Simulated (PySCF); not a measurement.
**Basis and Hamiltonian dependence of the excitation energy of Al²⁺**

Al²⁺ [Ne] 3s1 (2S) → Al²⁺ [Ne] 3d1 (2D). All values are computed (PySCF 2.14, energy differences of UHF-based or UKS calculations, no spin-orbit coupling). Values in eV.

| basis | Hamiltonian | functions | UHF | PBE | PBE0 | CCSD(T) (valence and next inner shell) |
| --- | --- | --- | --- | --- | --- | --- |
| ANO-RCC-VTZP | spin-free X2C | 34 | 14.335 | 13.811 | 13.958 | 14.448 |
| aug-cc-pwCVDZ | non-relativistic | 36 | 14.436 | 13.988 | 14.127 | 14.642 |
| def2-TZVPPD | non-relativistic | 48 | 14.125 | 13.675 | 13.811 | 14.303 |
| aug-cc-pVTZ-DK | spin-free X2C | 50 | 14.402 | 14.045 | 14.159 | n/a |
| x2c-TZVPPall with one added diffuse shell each of s, p, d type | spin-free X2C | 51 | 14.176 | 13.728 | 13.862 | 14.355 |
| aug-cc-pV(T+d)Z with one added diffuse shell each of s, p, d, f type | non-relativistic | 71 | 14.144 | 13.711 | 13.841 | n/a |
| aug-cc-pCVTZ-DK | spin-free X2C | 75 | 14.248 | 13.841 | 13.965 | 14.453 |
| aug-cc-pwCVTZ | non-relativistic | 75 | 14.120 | 13.687 | 13.816 | 14.331 |
| dyall-av3z | spin-free X2C | 84 | 14.413 | 14.062 | 14.173 | n/a |
| dyall-av3z | non-relativistic | 84 | 14.364 | 14.010 | 14.122 | n/a |
| aug-cc-pV(Q+d)Z | non-relativistic | 89 | 14.138 | 13.712 | 13.842 | n/a |
| aug-cc-pCVTZ-DK with one added diffuse shell each of s, p, d, f type | spin-free X2C | 91 | 14.247 | 13.841 | 13.965 | 14.452 |
| dyall-acv3z | spin-free X2C | 113 | 14.166 | 13.743 | 13.870 | n/a |
| aug-cc-pV(Q+d)Z with one added diffuse shell each of s, p, d, f, g type | non-relativistic | 114 | 14.138 | 13.712 | 13.842 | n/a |

Frozen in the all-electron rows: valence: [Ne]; valence and next inner shell: 1s2.
